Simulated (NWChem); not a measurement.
System: NH4 cation; SMILES [NH4+]

```xyz
5

N      0.0000     0.0000     0.0000
H     -0.5910    -0.5910    -0.5910
H      0.5910     0.5910    -0.5910
H     -0.5910     0.5910     0.5910
H      0.5910    -0.5910     0.5910
```
Atoms are numbered in this order, from 1.

Structure relaxed at the PBE0-D3(BJ)/def2-TZVP level.

Problem. List the 4 lowest vertical singlet excitations and the 4 lowest triplet ones from PBE/def2-SVP, TDA (NWChem).

Solution. 
| state | energy (eV) | oscillator strength | leading excitation (squared amplitude) |
|---|---|---|---|
| S1 | 14.97 | 0.130 | HOMO−1 → LUMO (0.95) |
| S2 | 14.97 | 0.130 | HOMO → LUMO (0.96) |
| S3 | 14.97 | 0.130 | HOMO−2 → LUMO (0.95) |
| S4 | 16.71 | 0.000 | HOMO → LUMO+1 (0.27) |
| T1 | 14.03 | spin-forbidden | HOMO → LUMO (0.78) |
| T2 | 14.03 | spin-forbidden | HOMO−1 → LUMO (0.78) |
| T3 | 14.03 | spin-forbidden | HOMO−2 → LUMO (0.96) |
| T4 | 14.97 | spin-forbidden | HOMO−2 → LUMO+1 (0.33) |
